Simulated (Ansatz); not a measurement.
BrH$_{3}$InNS (`[NH2][In]([SH])[Br]`), relaxed with RKS PBE0-D4/def2-TZVP in Ansatz 0.2.0 from a GFN2-xTB geometry. The force threshold is 0.005 eV/Å; the program also tests the step.

Total charge 0; spin multiplicity 1. In: def2 effective core potential.

Start:

```xyz
7

N    -1.150   -1.210   -0.646
In    0.203    0.070    0.227
S     1.361    1.868   -0.909
Br    0.977   -0.496    2.524
H    -1.686   -0.754   -1.379
H    -1.814   -1.593    0.021
H     2.108    2.116    0.163
```

Q: By how much does the energy fall, and how many steps does the optimiser take? (An estimate is asked.)

A: Computed: 0.05 eV, in 6 steps, 2 of them rejected.

Q: Which bonds change most? (An estimate is asked.)

A: The calculation gave: In2–S3 from 2.422 to 2.366 Å; N1–In2 from 2.057 to 2.006 Å; In2–Br4 from 2.489 to 2.468 Å; S3–H7 from 1.330 to 1.344 Å.

Q: Give the relaxed structure. (Best estimate.)

A: The calculation gave: 
```xyz
7

N    -1.150   -1.137   -0.629
In    0.218    0.070    0.204
S     1.342    1.835   -0.901
Br    0.938   -0.475    2.501
H    -1.716   -0.745   -1.368
H    -1.742   -1.636    0.020
H     2.110    2.088    0.172
```
